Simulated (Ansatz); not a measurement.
Start from `[CH2]1[GaH][Se]1` and change one element to get `B1C[Se]1`.

Ansatz, PBE0-D4/def2-TZVP geometries, multiplicity 1. 

Scalar relativity is left out up to krypton.

```
                                                                                  property  `[CH2]1[GaH][Se]1`
ideal-gas entropy at 298 K and 1 bar (rigid rotor, harmonic PBE0-D4/def2-TZVP) / J/(mol·K)                 301
                                                        LUMO energy (PBE0/def2-TZVPP) / eV               -1.50
                                                      HOMO–LUMO gap (PBE0/def2-TZVPP) / eV                5.07
                                                     HOMO energy (ωB97M-V/def2-TZVPP) / eV               -8.66
                                                   HOMO–LUMO gap (ωB97M-V/def2-TZVPP) / eV                8.84
                                                       HOMO–LUMO gap (PBE/def2-TZVPP) / eV                3.30
```

(1) What does the change do to each property? (Estimate.)

## Answers

(1) The calculation gave: 
```csv
property,`B1C[Se]1`,shift
"ideal-gas entropy at 298 K and 1 bar (rigid rotor, harmonic PBE0-D4/def2-TZVP) / J/(mol·K)",273,-28
LUMO energy (PBE0/def2-TZVPP) / eV,-1.41,0.09
HOMO–LUMO gap (PBE0/def2-TZVPP) / eV,5.80,0.73
HOMO energy (ωB97M-V/def2-TZVPP) / eV,-9.31,-0.65
HOMO–LUMO gap (ωB97M-V/def2-TZVPP) / eV,9.85,1.01
HOMO–LUMO gap (PBE/def2-TZVPP) / eV,3.85,0.55
```

With PBE0 the HOMO falls by 0.63 eV and the LUMO rises by 0.09 eV, so the gap widens by about 0.72 eV. PBE moves the HOMO by -0.62 eV and ωB97M-V by -0.65 eV.

Spin–orbit coupling is left out; it splits and shifts lone-pair levels of the heavy atoms by tenths of an eV.
